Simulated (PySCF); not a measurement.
Species: C₆H₅N₂O (doublet state).
Geometry (GFN2-xTB, Å), atoms numbered from 1 in this order:
```xyz
14
C6H5N2O angstrom
C      2.706   -0.732    0.641
N      2.002   -0.427   -0.395
C      0.700   -0.245   -0.387
C     -0.083    0.262   -1.453
C     -1.384    0.242   -1.086
C     -1.454   -0.306    0.315
C     -2.014    0.684    1.229
N     -2.439    1.484    1.924
O     -0.115   -0.606    0.666
H      2.317   -0.757    1.655
H      3.749   -0.945    0.481
H      0.333    0.594   -2.383
H     -2.251    0.561   -1.626
H     -2.065   -1.222    0.397
```

The hyperfine couplings belong to this conformer and change with its torsions.

The species is `C=N[C]1C=C[C@H](C#N)O1` [radical].

The calculation used UKS B3LYP, pcH-1 on C H N O, non-relativistic, mean-field spin-orbit, GIAO (PySCF 2.14.0). Geometry: GFN2-xTB, one conformer, isolated molecule. The geometry wasn't refined by DFT: couplings that depend on bond lengths, twists or pyramidal angles can differ widely from those at the functional's own minimum. The frame is twisted about the N2–C3 bond at this geometry (dihedral C1–N2–C3–O9 = -13°); couplings at other torsion angles weren't computed. The SCF solution wasn't tested for stability. ⟨S²⟩ is 0.780 where a pure state has 0.75.

Task: Give the principal g shifts and their parts.

Result: 
| Δg (ppm) | 1 | 2 | 3 |
| --- | --- | --- | --- |
| relativistic mass correction | -164 | -164 | -164 |
| gauge correction | 0 | 34 | 41 |
| orbital Zeeman/spin–orbit | 35 | 587 | 928 |
| total | -130 | 457 | 805 |

So g = 2.00219, 2.00278, 2.00312 and g_iso = 2.00270; the tensor is rhombic: the two nearest values differ by 37 % of g3 − g1. Axes: g2 points within 9° of the C5–C6 bond and g3 points within 11° of the N2–C3 bond.

Task: What effective moment and Curie constant follow for a powder?

Result: With the mean of g² = 4.0108 and S(S+1) = 0.75: μ_eff = √(⟨g²⟩S(S+1)) = 1.734 μB and χT = 0.12505·⟨g²⟩·S(S+1) = 0.376 cm³ K/mol (cgs; spin-Hamiltonian part alone).

Task: At 9.751 GHz, how far is the centre of the isotropic spectrum from where a free electron (g = 2.002319) resonates?

Result: B = hν/(g μB) with μB/h = 13.99624 MHz/mT gives 347.94 mT for the free electron and 347.87 mT at g_iso, 0.07 mT lower.

Task: Average each term over the three axes. Which is largest in size?

Result: The orbital-Zeeman/spin–orbit term 517, the mass correction -164 and the gauge correction 25 ppm, for a total of 377 ppm. The orbital-Zeeman/spin–orbit term is the largest in size. The mass correction is the same along every axis, so the anisotropy comes from the other two: their spans along these axes are 42 (gauge) and 893 ppm (orbital Zeeman/spin–orbit).

Task: In a frozen sample, at which fields do the three g values resonate at 9.5, 34, 94 and 263 GHz (hyperfine left aside), and which band first spreads them over more than twice a line width of 0.3 mT?

Result: 
| band | GHz | B(g3) mT | B(g2) mT | B(g1) mT | spread mT |
| --- | --- | --- | --- | --- | --- |
| X | 9.5 | 338.85 | 338.91 | 339.01 | 0.16 |
| Q | 34.0 | 1212.72 | 1212.93 | 1213.28 | 0.57 |
| W | 94.0 | 3352.81 | 3353.39 | 3354.37 | 1.57 |
| J | 263.0 | 9380.73 | 9382.35 | 9385.10 | 4.38 |

The spread grows in proportion to the frequency. W band is the first where it exceeds 0.6 mT.

The largest Mulliken spin populations are on C1 (+0.53), C3 (+0.41), C5 (+0.38) and C4 (-0.17). Three atoms exceed +0.15. The angles at C1 add up to 360.0°, so it is planar.

The HOMO–LUMO gaps are 3.98 eV among the α and 4.91 eV among the β orbitals.

The SMILES draws the unpaired electron on C3; the largest computed Mulliken spin population is on C1 (0.53 against 0.41).
